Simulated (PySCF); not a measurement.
C₄H₃Cl₂F, SMILES F[C@@H](Cl)C=C=CCl.

Geometry optimised at TPSSh-D3(BJ)/def2-SVP. The structure was generated by enumeration; whether it is a known compound was not checked. The values are those of a single conformer.

All values below come from PBE/def2-TZVP in PySCF.

Estimate the frontier levels, gap, dipole moment and polarisability. (The exact figures need the calculation; the answer reports its results.)


```
Quantity                                                                                                        Result
---------------------------------------------------------------------------------------------  -----------------------
highest occupied level                                                                                        -6.64 eV
lowest empty level                                                                                            -2.46 eV
orbital gap                                                                                                    4.17 eV
dipole moment                                                                                                   1.36 D
quadrupole, principal values (traceless, Buckingham form, about the centre of nuclear charge)    -7.19, 2.22, 4.97 D·Å
mean static polarisability                                                                       81.4 bohr³ (12.07 Å³)
polarisability, principal values                                                               52.1, 61.4, 130.8 bohr³
```
